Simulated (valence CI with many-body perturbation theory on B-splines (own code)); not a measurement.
## E1 line list for W LXII

Method: valence CI with perturbative core correlation (CI+MBPT): three valence electrons over a frozen Dirac-Fock core [Ne], a basis of 11 s, 11 p, 10 d, 8 f, 5 g, 2 h functions for each j, with the one-electron correlation potential Σ1 (screened to all orders), the two-electron term Σ2, the three-electron term Σ3, Breit, model QED; selected single and double excitations, second order for the rest, scaled by the run's own slope (own B-spline code, finite nucleus).

No measured spectrum was set against this ion. As an estimate, large intervals hold to a few tenths of a per cent, small ones and those within an open d or f shell to about a per cent.

Lines 151 to 200 of 591 in falling wavelength, among levels below 26461 × 10³ cm⁻¹, chosen from the strongest by gf and those to the six lowest levels. Wavelengths and rates use the calculated energies. Electric multipoles are in the length gauge with retardation, E1 and E2 with the static RPA response of the core. Weak lines are less certain than strong ones. Lines between different terms over intervals too small for the method are left out, as are lines whose strength nearly cancels. The highest levels of a list are the least certain.

Levels are named by their leading jj configuration (3d3/2^4 stands for four electrons in 3d with j = 3/2), which in mixed levels can hold well under half, so a name can repeat and another be missing. Letters in brackets count levels of one name in rising energy.

```csv
λ vac (nm),Upper,Lower,A (s⁻¹),log gf,Branch %
4.075,(3p3/2 3d5/2^2) J=1/2,(3p3/2^2 3d5/2) J=1/2,5.52e+11,-0.56,22.5
4.070,(3p3/2^2 3d5/2) J=3/2,(3p3/2^3) J=3/2,4.42e+11,-0.36,10.3
4.067,(3p1/2 3d3/2 3d5/2) J=3/2 [a],(3p1/2 3p3/2 3d3/2) J=3/2 [a],1.62e+11,-0.79,40.6
4.067,(3p1/2 3d3/2 3d5/2) J=1/2,(3p1/2 3p3/2 3d3/2) J=1/2 [a],2.46e+11,-0.91,63.6
4.066,(3p3/2 3d5/2^2) J=3/2 [a],(3p3/2^2 3d5/2) J=5/2 [a],3.20e+11,-0.50,14.6
4.063,(3s 3d5/2^2) J=1/2,(3s 3p3/2 3d5/2) J=3/2 [b],3.88e+11,-0.72,41.7
4.062,(3p1/2 3p3/2 3d5/2) J=3/2 [b],(3p1/2 3p3/2^2) J=1/2,1.86e+11,-0.73,9.7
4.059,(3p3/2 3d5/2^2) J=5/2 [b],(3p3/2^2 3d5/2) J=5/2 [a],2.84e+11,-0.38,11.3
4.057,(3p3/2 3d3/2 3d5/2) J=1/2 [b],(3p3/2^2 3d3/2) J=3/2 [b],3.76e+11,-0.73,9.6
4.056,(3p3/2 3d3/2 3d5/2) J=9/2 [b],(3p3/2^2 3d3/2) J=7/2,5.45e+11,0.13,16.0
4.056,(3d3/2^2 3d5/2) J=3/2,(3p3/2 3d3/2^2) J=3/2 [a],1.64e+11,-0.79,4.5
4.055,(3p1/2 3d3/2 3d5/2) J=5/2 [a],(3p1/2 3p3/2 3d3/2) J=5/2 [a],1.08e+11,-0.80,26.2
4.053,(3p1/2 3d3/2 3d5/2) J=7/2 [b],(3p1/2 3p3/2 3d3/2) J=5/2 [b],2.56e+11,-0.30,11.8
4.052,(3p3/2 3d3/2 3d5/2) J=5/2 [c],(3p3/2^2 3d3/2) J=5/2,2.26e+11,-0.48,5.9
4.046,(3d3/2 3d5/2^2) J=3/2 [a],(3p3/2 3d3/2 3d5/2) J=5/2 [b],1.69e+11,-0.78,7.5
4.043,(3p3/2 3d3/2 3d5/2) J=3/2 [b],(3p3/2^2 3d3/2) J=1/2,2.15e+11,-0.68,5.4
4.043,(3p3/2 3d5/2^2) J=3/2 [b],(3p3/2^2 3d5/2) J=5/2 [b],2.68e+11,-0.58,9.8
4.041,(3d3/2 3d5/2^2) J=3/2 [a],(3p3/2 3d3/2 3d5/2) J=3/2 [a],2.37e+11,-0.63,10.5
4.038,(3s 3p3/2 3d5/2) J=5/2 [b],(3s 3p3/2^2) J=3/2,4.46e+11,-0.18,15.4
4.037,(3s 3p1/2 3d5/2) J=7/2,(3s 3p1/2 3p3/2) J=5/2,1.88e+11,-0.43,89.1
4.036,(3s^2 3d5/2) J=5/2,(3s^2 3p3/2) J=3/2,2.85e+11,-0.38,100.0
4.035,(3d3/2 3d5/2^2) J=3/2 [b],(3p3/2 3d3/2 3d5/2) J=5/2 [d],3.43e+11,-0.47,15.8
4.031,(3p1/2 3d3/2 3d5/2) J=3/2 [b],(3p1/2 3p3/2 3d3/2) J=1/2 [b],1.47e+11,-0.84,5.5
4.030,(3p3/2^2 3d5/2) J=5/2 [b],(3p3/2^3) J=3/2,6.07e+11,-0.05,14.5
4.025,(3s 3d5/2^2) J=5/2,(3s 3p3/2 3d5/2) J=3/2 [a],6.81e+10,-1.00,8.9
4.023,(3p1/2 3p3/2 3d5/2) J=5/2 [b],(3p1/2 3p3/2^2) J=3/2,4.63e+11,-0.17,23.9
4.016,(3d3/2 3d5/2^2) J=7/2 [a],(3p3/2 3d3/2 3d5/2) J=7/2 [a],1.57e+11,-0.52,7.3
4.004,(3p3/2 3d5/2^2) J=3/2 [b],(3p3/2^2 3d5/2) J=3/2,6.16e+11,-0.23,22.5
4.000,(3p1/2^2 3d5/2) J=5/2,(3p1/2^2 3p3/2) J=3/2,1.24e+11,-0.75,38.4
3.996,(3s 3p3/2 3d5/2) J=7/2 [a],(3s 3p3/2^2) J=5/2,2.99e+11,-0.24,56.4
3.995,(3s 3d3/2 3d5/2) J=5/2 [a],(3s 3p3/2 3d3/2) J=3/2 [a],2.43e+11,-0.46,10.8
3.989,(3p1/2 3p3/2 3d5/2) J=7/2 [b],(3p1/2 3p3/2^2) J=5/2,3.48e+11,-0.18,31.4
3.985,(3s 3p1/2 3d5/2) J=5/2 [a],(3s 3p1/2 3p3/2) J=3/2 [a],2.66e+11,-0.42,95.3
3.982,(3s 3d5/2^2) J=5/2,(3s 3p3/2 3d5/2) J=7/2 [a],7.58e+10,-0.97,9.9
3.981,(3d3/2 3d5/2^2) J=1/2,(3p3/2 3d3/2 3d5/2) J=1/2 [a],2.18e+11,-0.99,9.2
3.980,(3p1/2 3d5/2^2) J=1/2,(3p1/2 3p3/2 3d5/2) J=3/2 [b],4.33e+11,-0.69,60.9
3.975,(3p1/2 3d5/2^2) J=9/2,(3p1/2 3p3/2 3d5/2) J=9/2,9.74e+10,-0.64,23.9
3.975,(3s 3p3/2 3d5/2) J=5/2 [b],(3p1/2^2 3d3/2) J=3/2,7.01e+10,-1.00,2.4
3.970,(3s 3p3/2 3d5/2) J=3/2 [b],(3s 3p3/2^2) J=1/2,2.49e+11,-0.63,8.6
3.969,(3d3/2 3d5/2^2) J=11/2,(3p3/2 3d3/2 3d5/2) J=11/2,1.05e+11,-0.53,6.2
3.963,(3p1/2 3d5/2^2) J=5/2,(3p1/2 3p3/2 3d5/2) J=5/2 [a],2.68e+11,-0.42,51.3
3.957,(3d3/2 3d5/2^2) J=5/2 [a],(3p3/2 3d3/2 3d5/2) J=5/2 [a],8.93e+10,-0.90,3.7
3.954,(3p3/2 3d3/2 3d5/2) J=5/2 [c],(3p3/2^2 3d3/2) J=3/2 [a],1.86e+11,-0.58,4.9
3.942,(3s 3d3/2 3d5/2) J=3/2 [a],(3s 3p3/2 3d3/2) J=1/2 [a],2.31e+11,-0.67,10.7
3.939,(3p1/2 3d5/2^2) J=3/2,(3p1/2 3p3/2 3d5/2) J=3/2 [a],2.76e+11,-0.59,44.6
3.932,(3d3/2 3d5/2^2) J=7/2 [b],(3p3/2 3d3/2 3d5/2) J=7/2 [b],2.16e+11,-0.40,10.7
3.931,(3p1/2 3d5/2^2) J=7/2,(3p1/2 3p3/2 3d5/2) J=7/2 [a],1.06e+11,-0.71,18.8
3.925,(3s 3d5/2^2) J=1/2,(3s 3p3/2 3d5/2) J=1/2,1.86e+11,-1.07,20.0
3.919,(3p3/2 3d3/2 3d5/2) J=3/2 [b],(3p3/2^2 3d3/2) J=3/2 [a],2.03e+11,-0.73,5.1
3.916,(3p3/2 3d3/2 3d5/2) J=3/2 [c],(3p3/2^2 3d3/2) J=1/2,1.83e+11,-0.77,4.7
```

How does gf follow from A for the line at 3.957 nm?

gf = 1.4992 × (2J+1)_upper × A / σ², with σ = 2526870 cm⁻¹ and 2J+1 = 6: gf = 0.126.
